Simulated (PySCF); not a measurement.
# Radial density of N²⁺ (nitrogen, charge +2)

UHF, [He] 2s1 2p2, high-spin 4P determinant (an excited configuration). All numbers are calculated (PySCF 2.14, no relativity, point nucleus, in aug-cc-pVQZ (6s5p4d3f2g, 80 functions)).

| r (bohr) | 4πr²ρ (e/bohr) | 4πr²(ρα − ρβ) |
| --- | --- | --- |
| 0.00356 | 0.03077 | 0.0010 |
| 0.00599 | 0.08402 | 0.0027 |
| 0.0101 | 0.2247 | 0.0071 |
| 0.0169 | 0.5774 | 0.0183 |
| 0.0285 | 1.392 | 0.0439 |
| 0.0479 | 3.006 | 0.0939 |
| 0.0806 | 5.423 | 0.1660 |
| 0.136 | 7.268 | 0.2202 |
| 0.228 | 6.052 | 0.2570 |
| 0.383 | 2.851 | 0.7174 |
| 0.645 | 2.288 | 2.0794 |
| 1.08 | 2.423 | 2.4203 |
| 1.82 | 0.7248 | 0.7248 |
| 3.07 | 0.02722 | 0.0272 |
| 5.16 | 7.657e-05 | 0.0001 |
